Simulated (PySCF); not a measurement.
CH3Si, SMILES C=[SiH], multiplicity 2. Atoms are numbered in the order given.

```xyz
5

C      0.0563    -1.0970     0.0000
Si    -0.1201     0.6008     0.0000
H     -0.7745    -1.7890     0.0000
H      1.0468    -1.5428     0.0000
H      1.0718     1.5026     0.0000
```
Charge 0, spin multiplicity 2.

Coordinates come from a B3LYP-D3(BJ)/def2-TZVP optimisation. The isomer is the one that the SMILES or the coordinates give; other isomers of the formula were not compared.

Method: TDA-LC-ωPBE/def2-TZVPD run with PySCF.

Vertical excitations. The molecule is in vacuum.

| state | energy (eV) | λ (nm) | f | main pairs |
|---|---|---|---|---|
| root 1 | 2.26 | 550 | 0.002 | β HOMO→LUMO 95 % |
| root 2 | 2.73 | 454 | 0.009 | α HOMO→LUMO 61 %, β HOMO→LUMO+1 33 % |
| root 3 | 4.04 | 307 | 0.013 | α HOMO−1→LUMO 96 % |
| root 4 | 5.20 | 238 | 0.047 | α HOMO→LUMO 9 %, β HOMO−1→LUMO 60 %, β HOMO→LUMO+1 24 % |
| root 5 | 5.76 | 215 | 0.022 | α HOMO→LUMO+2 38 %, α HOMO→LUMO+1 22 %, α HOMO→LUMO+4 7 %, β HOMO→LUMO+3 9 %, β HOMO→LUMO+2 5 % |
| root 6 | 5.76 | 215 | 0.154 | α HOMO→LUMO 18 %, β HOMO−1→LUMO 32 %, β HOMO→LUMO+1 31 % |
| root 7 | 6.16 | 201 | 0.011 | α HOMO→LUMO+3 46 %, α HOMO→LUMO+1 26 % |
| root 8 | 6.50 | 191 | 0.107 | α HOMO→LUMO+2 9 %, α HOMO→LUMO+3 9 %, β HOMO→LUMO+2 37 %, β HOMO→LUMO+3 32 % |
| root 9 | 6.64 | 187 | 0.128 | α HOMO−1→LUMO+2 59 %, α HOMO−1→LUMO+4 16 % |
| root 10 | 6.75 | 184 | 0.001 | α HOMO−2→LUMO 63 %, β HOMO−1→LUMO+1 26 % |
Unrestricted roots are not spin-pure.
